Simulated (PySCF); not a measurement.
**Titanium: a sound run and one with changed settings**

Sound run: Ti [Ar] 3d2 4s2, Ti⁺ [Ar] 3d2 4s1. Calculation: PySCF 2.14, in aug-cc-pVDZ-DK (7s6p4d2f, 59 functions); scalar relativity by spin-free X2C-1e. The sound run starts from symmetry-adapted Hartree-Fock orbitals and uses a fine grid where one is needed.

A second run was set up differently.

```json
{"species": "Ti", "method": "UHF", "sound run (hartree)": "-852.74482", "changed run (hartree)": "-852.71327", "converged": "no"}
{"species": "Ti", "method": "PBE", "sound run (hartree)": "-853.48049", "changed run (hartree)": "-853.40891", "converged": "no"}
{"species": "Ti", "method": "MN15", "sound run (hartree)": "-854.06629", "changed run (hartree)": "-854.06380", "converged": "no"}
{"species": "Ti⁺", "method": "UHF", "sound run (hartree)": "-852.54038", "changed run (hartree)": "-852.50724", "converged": "no"}
{"species": "Ti⁺", "method": "PBE", "sound run (hartree)": "-853.23521", "changed run (hartree)": "-853.22812", "converged": "no"}
{"species": "Ti⁺", "method": "MN15", "sound run (hartree)": "-853.81008", "changed run (hartree)": "-853.80705", "converged": "no"}
```

**Question.** What was changed?
A. minimal basis
B. too few SCF iterations
C. basis contracted for another Hamiltonian
D. level shift left on

**Answer.** B. It used initial guess atom, at most 5 SCF cycles. The SCF was stopped early; the energies are upper bounds that still move, and correlated levels were skipped or rest on poor orbitals.
